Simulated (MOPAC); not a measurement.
Input file for MOPAC: AM1 on NaSi+, 2S+1 = 3, a spin state set in the input, which need not be the lowest, a point of a bond scan (R = 3.156 Å). Charge +1.

```
AM1 1SCF PRECISE CHARGE=1 UHF MS=1 THREADS=1
NaSi

Na     0.00000000 1     0.00000000 1     0.00000000 1
Si     0.00000000 1     0.00000000 1     3.15567200 1
```

It printed:

```
*******************************************************************************
 **                                                                           **
 **                              MOPAC v23.2.5                                **
 **                                                                           **
 *******************************************************************************
 ** MOPAC's Digital Object Identifier: https://doi.org/10.5281/zenodo.6511958 **
 **                                                                           **
 ** Please cite the open-source release paper for use of this MOPAC version:  **
 ** J. E. Moussa and J. J. P. Stewart (2026)                                  **
 ** MOPAC: An open-source semiempirical molecular orbital program             **
 ** J. Open Source Softw., 11(119), 8025, https://doi.org/10.21105/joss.08025 **
 *******************************************************************************

                              AM1 CALCULATION RESULTS

 *******************************************************************************
 *  AM1        - The AM1 Hamiltonian to be used
 *  UHF        - UNRESTRICTED HARTREE-FOCK CALCULATION
 *
 *
 *
 *                 CHARGE ON SYSTEM = +1
 *
 *
 *
 *  MS=        - IN MECI, MAGNETIC COMPONENT OF SPIN =  1.0
 *  PRECISE    - TIGHTER CRITERIA TO BE USED
 *  1SCF       - DO 1 SCF AND THEN STOP
 *  THREADS=1  - MULTI-THREADING NOT USED
 *  T=         - A TIME OF 172800.0 SECONDS REQUESTED
 *  DUMP=N     - RESTART FILE WRITTEN EVERY 7200.0 SECONDS REQUESTED
 *******************************************************************************
AM1 1SCF PRECISE CHARGE=1 UHF MS=1 THREADS=1
 NaSi

   ATOM   CHEMICAL          X               Y               Z
  NUMBER   SYMBOL      (ANGSTROMS)     (ANGSTROMS)     (ANGSTROMS)

     1      Na          0.00000000  *   0.00000000  *   0.00000000  *
     2      Si          0.00000000  *   0.00000000  *   3.15567200  *



          CARTESIAN COORDINATES

    NO.       ATOM           X           Y           Z

     1        Na          0.0000      0.0000      0.0000
     2        Si          0.0000      0.0000      3.1557

 Na: (AM1): J. J. P. STEWART, J. MOL. MOD., 10, 155-164 (2004)
 Si: (AM1): M.J.S.DEWAR, C. JIE, ORGANOMETALLICS, 6, 1486-1490 (1987).

           Empirical Formula: Na Si  =     2 atoms



      MOLECULAR POINT GROUP   :   C*v


          UHF CALCULATION, NO. OF ALPHA ELECTRONS =    3
                           NO. OF BETA  ELECTRONS =    1

 -------------------------------------------------------------------------------
 AM1 1SCF PRECISE CHARGE=1 UHF MS=1 THREADS=1
 NaSi



     1SCF WAS SPECIFIED, SO BFGS WAS NOT USED
     SCF FIELD WAS ACHIEVED


                              AM1 CALCULATION
                                                       MOPAC v23.2.5 Linux




          FINAL HEAT OF FORMATION =        227.90976 KCAL/MOL =     953.57445 KJ/MOL


          COSMO AREA              =        131.80 SQUARE ANGSTROMS
          COSMO VOLUME            =        129.04 CUBIC ANGSTROMS

          IONIZATION POTENTIAL    =         12.174673 EV
          ALPHA SOMO LUMO (EV)    =        -12.175 -6.039
          BETA  SOMO LUMO (EV)    =        -12.413 -4.960
          NO. OF ALPHA ELECTRONS  =          3
          NO. OF BETA  ELECTRONS  =          1
          MOLECULAR WEIGHT        =         51.0753         POINT GROUP:  C*v

          MOLECULAR DIMENSIONS (Angstroms)

            Atom       Atom       Distance
           Si     2   Na     1     3.15567
           Si     2   Na     1     0.00000
           Na     1   Si     2     0.00000


          SCF CALCULATIONS        =          1





   ATOM   CHEMICAL          X               Y               Z
  NUMBER   SYMBOL      (ANGSTROMS)     (ANGSTROMS)     (ANGSTROMS)

     1      Na          0.00000000  *   0.00000000  *   0.00000000  *
     2      Si          0.00000000  *   0.00000000  *   3.15567200  *

                             CARTESIAN COORDINATES

   1   Na        0.000000000     0.000000000     0.000000000
   2   Si        0.000000000     0.000000000     3.155672000


           Empirical Formula: Na Si  =     2 atoms



      MOLECULAR POINT GROUP   :   C*v


          ALPHA EIGENVALUES
 -15.26275 -12.24793 -12.17467  -6.03881  -4.36413  -2.48802  -2.47151  -1.64987


           BETA EIGENVALUES
 -12.41329  -4.96042  -4.36508  -4.21122  -3.95123  -2.50565  -2.44763  -1.61211


              NET ATOMIC CHARGES AND DIPOLE CONTRIBUTIONS

  ATOM NO.   TYPE          CHARGE      No. of ELECS.   s-Pop       p-Pop
    1         Na           0.803785        0.1962     0.10791     0.08831
    2         Si           0.196215        3.8038     1.60006     2.20372
 DIPOLE           X         Y         Z       TOTAL
 POINT-CHG.     0.000     0.000    -5.361     5.361
 HYBRID         0.000     0.000     1.267     1.267
 SUM            0.000     0.000    -4.093     4.093


          ATOMIC ORBITAL ELECTRON POPULATIONS

     Atom    s        px        py        pz
    1 Na   0.10791   0.00278   0.00000   0.08552
    2 Si   1.60006   0.99722   0.00000   1.20651


                    (SZ)    =    1.000000
                    (S**2)  =    2.002162


          ATOMIC ORBITAL SPIN POPULATIONS

    Atom   Total    s     px     py     pz
         Atomic
    1 Na -0.0117 -0.012  0.003  0.000 -0.003
    2 Si  2.0117  0.342  0.997  0.000  0.673

 **********************
 *                    *
 * JOB ENDED NORMALLY *
 *                    *
 **********************




 == MOPAC DONE ==
```

The run finished.

Cost: very roughly 0.020 core-seconds.
